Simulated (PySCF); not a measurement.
**Computed properties of Si(Cl)(Me) (CH₃ClSi), SMILES C[Si]Cl**

Si(Cl)(Me) (CH3ClSi), SMILES C[Si]Cl (connectivity only; charge and spin as stated), neutral, multiplicity 1. Geometry: B3LYP-D3(BJ)/def2-TZVP. Other conformers were not sampled. All values are computed for the isolated molecule unless a solvent is named; none is compared with measurement here.

**Structure.** The optimised structure has Cs symmetry. All 12 harmonic modes at B3LYP-D3(BJ)/def2-TZVP (PySCF) are real, so it is a minimum. With heavy atoms numbered as in [Si:1]([Cl:2])[CH3:3], the shortest bond between them is Si1–C3 at 1.895 Å and the longest Si1–Cl2 at 2.110 Å.

**Vibrations.** The strongest infrared lines (harmonic, unscaled, degenerate partners summed) lie at 478 cm⁻¹ (100 km/mol, Si 52 %, Cl 44 %), 651 cm⁻¹ (61 km/mol, C 50 %, Si 35 %, H 16 %), 1255 cm⁻¹ (32 km/mol, H 81 %, C 19 %). The softest mode is at 91 cm⁻¹ and the zero-point energy is 23.0 kcal/mol.

**Electronic structure.** PBE0/def2-TZVPD (PySCF) places the frontier levels at -6.75 and -2.59 eV, a gap of 4.16 eV, and gives a dipole moment of 1.87 D and a mean polarisability of 59.9 bohr³.

**Excitations.** TDA-ωB97X/def2-SVPD (PySCF) has S1 at 3.10 eV (400 nm, f = 0.037, weak); the most intense of the 10 singlets computed lies at 7.34 eV (f = 0.37). T1 (TDA) is at 1.69 eV, 1.41 eV under S1.

**NMR.** GIAO shifts at PBE0/pcSseg-2 (PySCF) (non-relativistic, atoms alike by connectivity averaged): ¹³C at 44.3 ppm against TMS; ¹H at 1.5 ppm against TMS; ²⁹Si at 582.9 ppm against TMS. Without spin–orbit terms, shifts of atoms bonded to Cl or Br come out too high.
